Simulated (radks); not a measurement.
Results of a calculation; reference values are marked as such.
Q: All-electron atom: C3+ in [He] 2p1 (not the ground configuration). Level of theory: scalar-relativistic Kohn-Sham, LDA (Slater exchange, Perdew-Wang correlation), spin-polarised, spherical densities, finite nucleus; open shells are filled with parallel spins first; Fermi nuclear charge, rms radius 2.4702 fm (a radial shooting solver on a logarithmic mesh with Libxc functionals). Some entries of the table are withheld. Estimate them.

orbital,occ.,eigenvalue (eV),<1/r> (bohr^-1)
1s up,1,(1),5.625
1s down,1,(2),5.642
2p up,1,-48.6709,1.064
2p down,0,-43.9621,1.045

A: 
(1) 1s up eigenvalue (eV): -327.8430
(2) 1s down eigenvalue (eV): -326.8673
